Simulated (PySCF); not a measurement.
Atoms are numbered as in `[BH2:1][NH:2][BH:3][B:4]([Cl:5])[Cl:6]`; H(Xn) means a hydrogen on atom n.

Geometry: PBE0-D3(BJ)/def2-SVP; GIAO shifts from PySCF, gas phase, non-relativistic, averaged over equivalent atoms.

At HF/pcSseg-2 (286 basis functions, 45 s wall time on 1 thread of an Intel Xeon, shared host):
```csv
atoms,δ (ppm)
B4,73.1
B3,56.1
B1,50.9
N2,160.3
Cl5/Cl6,209.3
H(N2),6.66
H(B3),5.46
H(B1),5.03
```

Scale: ¹¹B (114.51 ppm) against BF3·OEt2; ¹⁵N (260.75 ppm) vs NH3; ³⁵Cl (944.88 ppm) against HCl; ¹H (31.68 ppm) against TMS (reference shieldings calculated alike).

Problem. What do these become at B97-2/pcSseg-2?

Solution. 
```
  atoms  δ at B97-2/pcSseg-2  change
     B4                 72.7    -0.4
     B3                 55.8    -0.3
     B1                 52.0    +1.1
     N2                183.6   +23.3
Cl5/Cl6                302.7   +93.4
  H(N2)                 7.33   +0.67
  H(B3)                 5.87   +0.41
  H(B1)                 5.36   +0.33
```

δ = σ(ref) − σ, references computed at the same level: ¹¹B (σref 100.12) against BF3·OEt2; NH3 for ¹⁵N (σref 259.60); ³⁵Cl (σref 936.59) against HCl; ¹H (σref 31.36) vs TMS.

The largest change is at Cl5/Cl6 (chlorine bonded to B). Cost: 286 basis functions, 63 s wall time on 1 thread of an Arm Neoverse N1, shared host.

Experimental scales use liquid or dissolved standards, which lie at an offset from isolated NH3 (liquid NH3: subtract about 20 ppm). Unscaled 15N shifts of sp2 nitrogen come out 20 to 40 ppm too high even then.
